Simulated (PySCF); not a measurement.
Gas-phase reaction: GeCl2 + 2 HCl ⇌ GeH2Cl2 + 2 Cl

Computed with PySCF and rigid-rotor harmonic-oscillator thermochemistry at 1 bar. † marks an energy on the PBE0/def2-TZVP geometry and frequencies; other levels use their own. MP2 freezes the core. 6-31G* has spherical d functions here. Open shells (unrestricted): Cl (multiplicity 2, electronic degeneracy 6); the rest are closed-shell singlets. Spin-orbit splitting is ignored; it lowers the true energy and changes the entropy of Cl. Ge: all electrons, no relativistic terms. MP2 isn't extrapolated to the basis-set limit; its ΔH°(298 K) is 320.1 kJ in def2-SVP and 369.0 kJ in def2-TZVPP. The harmonic model lacks anharmonicity and excited electronic states, which grow with temperature; levels with a mode under 35 cm⁻¹ are left out.

```json
[
 {"level": "HF/6-31G*", "ΔE electronic, kJ": "171", "ΔH°(298 K), kJ": "175", "ΔS°(298 K), J/K": "-33", "ΔG°(1600 K), kJ": "217"},
 {"level": "MP2/def2-TZVPP†", "ΔE electronic, kJ": "365", "ΔH°(298 K), kJ": "369", "ΔS°(298 K), J/K": "-32", "ΔG°(1600 K), kJ": "408"},
 {"level": "PBE/def2-SVP", "ΔE electronic, kJ": "392", "ΔH°(298 K), kJ": "395", "ΔS°(298 K), J/K": "-32", "ΔG°(1600 K), kJ": "433"},
 {"level": "PBE0/def2-SVP†", "ΔE electronic, kJ": "355", "ΔH°(298 K), kJ": "359", "ΔS°(298 K), J/K": "-32", "ΔG°(1600 K), kJ": "397"},
 {"level": "ωB97X-V/def2-TZVP†", "ΔE electronic, kJ": "355", "ΔH°(298 K), kJ": "359", "ΔS°(298 K), J/K": "-32", "ΔG°(1600 K), kJ": "397"}
]
```
ΔH° is lowest at HF/6-31G* and highest at PBE/def2-SVP. No reference value is set beside these.
